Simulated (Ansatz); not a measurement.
Harmonic frequencies (cm⁻¹) at PBE0-D4/def2-TZVP from Ansatz: 82, 100, 167, 347, 364, 397, 543, 559, 673, 802, 868, 1024, 1081, 1092, 1195, 1195, 1274, 1276, 1330, 1372, 1445, 1475, 1518, 3071, 3093, 3120, 3152.

Each molecule was computed in one conformer, which needn't be the lowest.

(1) Which molecule is it?
A. `CC(F)C(F)(F)F`
B. `FCCC(F)(F)F`
C. `FCC(F)(F)CF`
D. `CC(F)C(F)F`

Answers

(1) B.
